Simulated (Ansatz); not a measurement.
C4H12O2Si, charge +1, doublet, at a GFN2-xTB geometry (a state made from the parent by changing its charge; the spin is typed, not shown lowest); SVWN5/6-31G in Ansatz (a program for electronic structure).

Here is a job for Ansatz.
Ansatz 0.2 input:
```yaml
crystal:
  periodic: [false, false, false]
  atoms:
    - {symbol: C, position_ang: [-2.10667497, -1.51419895, 0.64962859]}
    - {symbol: O, position_ang: [-0.81549837, -0.97713312, 0.49034047]}
    - {symbol: Si, position_ang: [-0.04194345, 0.25524023, -0.16117229]}
    - {symbol: C, position_ang: [-0.61642405, 1.99899327, 0.47151126]}
    - {symbol: C, position_ang: [-0.28253243, 0.43908459, -2.07953724]}
    - {symbol: O, position_ang: [1.52694528, 0.18215855, 0.08913908]}
    - {symbol: C, position_ang: [2.50379465, -0.61124350, 0.70112900]}
    - {symbol: H, position_ang: [-2.30306756, -1.61868477, 1.71808553]}
    - {symbol: H, position_ang: [-2.12351225, -2.50558828, 0.19335434]}
    - {symbol: H, position_ang: [-2.86773016, -0.88384581, 0.19288583]}
    - {symbol: H, position_ang: [-1.63661737, 2.18464566, 0.15744638]}
    - {symbol: H, position_ang: [0.03922654, 2.76417501, 0.07436623]}
    - {symbol: H, position_ang: [-0.55646840, 1.98693984, 1.55495352]}
    - {symbol: H, position_ang: [-0.01611849, -0.51043327, -2.53230768]}
    - {symbol: H, position_ang: [0.36610328, 1.22135935, -2.45423752]}
    - {symbol: H, position_ang: [-1.31668550, 0.67794701, -2.29720785]}
    - {symbol: H, position_ang: [3.03888171, 0.00308294, 1.42990640]}
    - {symbol: H, position_ang: [2.06498301, -1.47936606, 1.19006336]}
    - {symbol: H, position_ang: [3.21765888, -0.92961103, -0.06312253]}
basis:
  gaussian:
    orbitals: 6-31G
    fitting: {mean_field: cc-pVTZ-JKFIT}
hamiltonian:
  xc: {name: SVWN5}
total_charge: 1
magnetization: {spin_polarized: true, initial_magnetization: 1}
```

Task: Write the output that Ansatz gives for this input, abridged.

Result: 
```
Functional definition: SVWN5
955 factors; integrals over basis functions are off by at most 1.8e-3 eV
mean field evaluation 1: about -16177.0670 eV, gradient 7.7e1 eV
mean field evaluation 2: about -16126.4824 eV, gradient 1.3e2 eV
mean field evaluation 4: about -16201.6626 eV, gradient 1.3e1 eV
mean field evaluation 8: about -16202.5731 eV, gradient 8.0e-1 eV
mean field evaluation 16: about -16202.5671 eV, gradient 4.5e-4 eV
mean field evaluation 32: about -16202.0901 eV, gradient 7.9e0 eV
mean field -16202.56706402 eV, -595.4333571083 hartree, gradient 2.2e-5 eV, S^2 0.751157; 3 other end points of the search recorded, 0 dependent functions left out
reference -16202.56709383 eV, -595.4333582040 hartree; 33, 32 occupied and 58, 59 virtual orbitals, 955 factors
Total energy: -16202.56709383 eV, -595.4333582040 hartree
```
